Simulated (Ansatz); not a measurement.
Gas-phase electronic energies from Ansatz, PBE0-D4/def2-TZVP geometries. CCSD(T)/CBS is the MP2 limit (def2-TZVPP, def2-QZVPP) plus CCSD(T) − MP2 in def2-TZVPP, frozen cores. DFT in def2-TZVPP. For Se outer-core shells are correlated without core-valence functions, which leaves a few kJ/mol of doubt a bond. Scalar relativity is left out up to krypton. One conformer a species, not always the lowest.

Reaction (cleavage of the Si–Si bond): `CO[SiH2][SiH2]Cl` + H₂Se → `Cl[SiH2][SeH]` + `CO[SiH3]`

```json
{"species": "`CO[SiH2][SiH2]Cl`", "PBE0-D4 energy (Eh)": "-1156.35933"}
{"species": "H₂Se", "PBE0-D4 energy (Eh)": "-2402.46345"}
{"species": "`Cl[SiH2][SeH]`", "PBE0-D4 energy (Eh)": "-3152.59232"}
{"species": "`CO[SiH3]`", "PBE0-D4 energy (Eh)": "-406.25239"}
```

(1) Work out ΔE.

Largest T1 diagnostic among the species: 0.011.

Answers

(1) ΔE = (-3152.59232) + (-406.25239) − (-1156.35933) − (-2402.46345) = -0.02193 Eh = -13.8 kcal/mol. CCSD(T)/CBS gives -15.8 kcal/mol.

At CCSD(T), def2-SVP lies +2.1 kcal/mol from the extrapolated value and def2-TZVPP +0.9 kcal/mol. Leaving LDA and LC-ωPBE aside and taking each functional with its dispersion term where it has one, the values, not all of them listed here, spread over 3.2 kcal/mol, from ωB97M-V to PBE-D4.
